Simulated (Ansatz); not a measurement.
Start from `CSB(F)[SiH3]` and change one atom or group to get `CSB(N)F`.

Ansatz, PBE0-D4/def2-TZVP geometries, multiplicity 1. Each molecule was computed in one conformer, which needn't be the lowest.

| property | `CSB(F)[SiH3]` |
| --- | --- |
| HOMO energy (ωB97M-V/def2-TZVPP) / eV | -9.91 |
| HOMO energy (PBE0/def2-TZVPP) / eV | -7.75 |
| LUMO energy (PBE0/def2-TZVPP) / eV | -1.24 |
| HOMO–LUMO gap (ωB97M-V/def2-TZVPP) / eV | 10.64 |
| HOMO–LUMO gap (PBE0/def2-TZVPP) / eV | 6.50 |
| HOMO energy (B3LYP/def2-TZVPP) / eV | -7.51 |

(1) What does the change do to each property? (Best estimate.)

## Answers

(1) Ansatz gave: 
```csv
property,`CSB(N)F`,shift
HOMO energy (ωB97M-V/def2-TZVPP) / eV,-8.98,0.93
HOMO energy (PBE0/def2-TZVPP) / eV,-6.79,0.96
LUMO energy (PBE0/def2-TZVPP) / eV,0.70,1.94
HOMO–LUMO gap (ωB97M-V/def2-TZVPP) / eV,11.16,0.52
HOMO–LUMO gap (PBE0/def2-TZVPP) / eV,7.49,0.99
HOMO energy (B3LYP/def2-TZVPP) / eV,-6.56,0.95
```

With PBE0 the HOMO rises by 0.96 eV and the LUMO rises by 1.94 eV, so the gap widens by about 0.98 eV. PBE moves the HOMO by 1.01 eV and ωB97M-V by 0.93 eV.

B3LYP here is the variant with VWN-RPA as its local correlation; programs differ in this.
